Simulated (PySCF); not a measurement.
## Electronic absorption of C5H8O2S

Compound: C5H8O2S.
InChI=1S/C5H8O2S/c6-8(7)4-2-1-3-5-8/h2,4H,1,3,5H2

Method: TDDFT CAM-B3LYP/def2-SVPD, vertical, gas phase, core orbitals frozen in the response in PySCF. The structure is a single GFN2-xTB conformer in the gas phase; no vibrational or solvent corrections.

Question: Predict the UV-vis stick spectrum at this level.

Answer: 

| state | E (eV) | λ (nm) | ν̃ (cm⁻¹) | f | main configurations (H = HOMO, L = LUMO) |
| --- | --- | --- | --- | --- | --- |
| S1 | 6.38 | 194.2 | 51490 | 0.0006 | H-1→L (94%) |
| S2 | 6.84 | 181.3 | 55170 | 0.227 | H→L (95%) |
| S3 | 7.47 | 166.0 | 60250 | 0.018 | H-2→L (90%) |
| S4 | 7.54 | 164.4 | 60840 | 0.015 | H→L+1 (74%) |
| S5 | 7.95 | 155.9 | 64130 | 0.013 | H-1→L+1 (70%) |
| S6 | 7.97 | 155.5 | 64320 | 0.0037 | H-3→L (74%) |
| S7 | 8.06 | 153.9 | 64980 | 0.014 | H-1→L+5 (46%), H-1→L+3 (19%) |
| S8 | 8.17 | 151.8 | 65890 | 0.015 | H→L+5 (54%) |

Triplets, Tamm–Dancoff:

| state | E (eV) | λ (nm) | main configurations (H = HOMO, L = LUMO) |
| --- | --- | --- | --- |
| T1 | 4.39 | 282.3 | H→L (74%), H-4→L (10%) |
| T2 | 6.06 | 204.5 | H-1→L (90%) |
| T3 | 7.07 | 175.3 | H-2→L (71%), H→L (14%) |

The lowest singlet lies at 6.38 eV (194 nm, vacuum ultraviolet) and is very weak; its leading configuration is HOMO-1→LUMO (94%). The most intense listed level is S2 at 6.84 eV (181 nm, f = 0.227), 0.46 eV above S1. Löwdin shares by element: HOMO carbon 44% or more, oxygen 41%; LUMO carbon 69% or more, sulfur 6% (atoms not listed hold the other 25%). The listed states span 1.79 eV, and the widest gap between neighbours is 0.63 eV (S2 to S3). Of the 8 states listed, 6 reach f = 0.01 and none stays under 0.0005. Weighted by f, the mean energy of these states is 7.09 eV. Only the lowest 8 singlets were computed, as vertical energies without vibronic structure.

Time: 79 s of wall time. Hardware: x86-64 server, one thread (shared host).
